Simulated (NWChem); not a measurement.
System: CaCl cation; SMILES [Cl][Ca+]

```xyz
2

Ca     0.0000     0.0000    -1.0670
Cl     0.0000     0.0000     1.2545
```
Atoms are numbered in this order, from 1.

All runs: NWChem. Coordinates come from a PBE0/def2-SVP optimisation. B3LYP is NWChem's, with the RPA form of VWN correlation. Vertical excitations in the gas phase.

Task: What does the run give for B3LYP/def2-SVPD, full TDDFT? Quantities: lowest excitation, singlet (eV); oscillator strength of that lowest state; orbital gap (eV).

Result: 
```json
{
 "lowest excitation, singlet (eV)": "4.17",
 "oscillator_strength_of_that_lowest_state": "0.010",
 "orbital gap (eV)": "5.13"
}
```
